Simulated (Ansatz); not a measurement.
Species: sum formula H3BO2, net charge 0, singlet state. SMILES: B(O)O
Geometry from a B3LYP-D3(BJ)/def2-TZVP (Ansatz, a first-principles code) optimisation:
```xyz
6

B     -0.0618     0.4717    -0.0887
O      1.1892     0.1032     0.2852
O     -1.0389    -0.4792    -0.1889
H     -0.2682     1.6242    -0.3195
H      1.2676    -0.8443     0.4518
H     -1.8927    -0.1309    -0.4590
```
Charge 0, spin multiplicity 1.

Wanted: atomisation energy (electronic, to ground-state atoms), in kcal/mol. Valence correlation only, unless marked. UHF or UKS for open shells. Spin-orbit coupling is left out. Non-relativistic. The coupled-cluster limit lacks core correlation, which all-electron functionals hold. Basis-set limits of correlation are two-point, X^-3; Hartree-Fock from the larger set.

```csv
level,program,atomisation energy (kcal/mol)
HF/STO-3G,Ansatz,459.8
HF/aug-cc-pVTZ,Ansatz,428.0
SVWN5/def2-TZVPD,Ansatz,674.2
PBE-D3(BJ)/def2-TZVPD,Ansatz + dftd3,596.2
B3LYP-D4/def2-TZVPD,Ansatz + dftd4,584.3
PBE0-D4/def2-TZVP,Ansatz + dftd4,580.8
PBE0-D4/def2-TZVPD,Ansatz + dftd4,581.1
```

Problem. Estimate the value at CCSD(T)/CBS(cc-pVTZ,cc-pVQZ) as computed with Ansatz.

Solution. 586.2 kcal/mol, so PBE0-D4/def2-TZVPD differs from it by -5.1 kcal/mol.
